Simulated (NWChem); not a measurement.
Molecule: HTeOI; SMILES [Te](O)I

```xyz
4

Te     0.2976     1.2064     0.0022
I     -0.0147    -1.4894     0.0038
O     -1.5963     1.8006     0.0659
H     -1.9283     1.7997    -0.8426
```
Atoms are numbered in this order, from 1.

Results from NWChem. Geometry: optimised at PBE0/def2-SVP. def2 effective core potentials on Te, I; no spin-orbit coupling. Vertical excitations in the gas phase.

Predict the results for PBE0/def2-SVPD, TDA. Quantities: lowest excitation, singlet (eV); oscillator strength of that lowest state; orbital gap (eV).


```yaml
lowest excitation, singlet (eV): 2.23
oscillator_strength_of_that_lowest_state: 0.001
orbital gap (eV): 3.52
```
